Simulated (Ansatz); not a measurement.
C3H10BNSi, SMILES `BN([SiH3])CC=C`, relaxed with RKS PBE0-D4/def2-TZVP in Ansatz 0.2.0 from a PBE-D4/def2-SVP geometry. The force threshold is 0.005 eV/Å; the program also tests the step.

The species carries charge 0 and has multiplicity 1.

Start:

```xyz
16

B     1.932    0.301   -1.287
N     0.771   -0.166   -0.639
Si    0.782   -1.668    0.339
C    -0.503    0.580   -0.690
C    -0.939    1.074    0.664
C    -2.108    0.766    1.250
H     2.963   -0.342   -1.206
H     1.879    1.347   -1.914
H    -0.481   -2.429    0.038
H     0.815   -1.371    1.812
H     1.987   -2.468   -0.049
H    -0.354    1.440   -1.378
H    -1.303   -0.060   -1.125
H    -0.217    1.727    1.189
H    -2.381    1.163    2.240
H    -2.843    0.107    0.755
```

| step | energy (eV) | largest force (eV/Å) | largest move (Å) |
| --- | --- | --- | --- |
| 1 | -13310.5385 | 0.503 | 0.000 |
| 2 | -13310.6103 | 0.333 | 0.036 |
| 3 | -13310.6175 | 0.079 | 0.017 |
| 4 (rejected) | -13310.6161 | 0.084 | 0.038 |
| 5 | -13310.6182 | 0.024 | 0.019 |
| 6 | -13310.6183 | 0.011 | 0.004 |
| 7 | -13310.6184 | 0.005 | 0.007 |
| 8 | -13310.6184 | 0.010 | 0.009 |
| 9 | -13310.6185 | 0.014 | 0.018 |
| 10 | -13310.6185 | 0.009 | 0.009 |
| 11 | -13310.6185 | 0.003 | 0.002 |

End:

```xyz
16

B     1.917    0.297   -1.265
N     0.764   -0.163   -0.626
Si    0.769   -1.634    0.336
C    -0.499    0.579   -0.689
C    -0.934    1.066    0.656
C    -2.082    0.741    1.230
H     2.928   -0.338   -1.176
H     1.874    1.320   -1.890
H    -0.507   -2.355    0.084
H     0.863   -1.345    1.790
H     1.924   -2.459   -0.084
H    -0.351    1.426   -1.366
H    -1.284   -0.054   -1.117
H    -0.231    1.717    1.172
H    -2.358    1.120    2.207
H    -2.792    0.082    0.738
```

It took 28 s on 4 threads of an AMD EPYC 9R45 on a shared host, with 0.85 GiB of host memory at the peak.
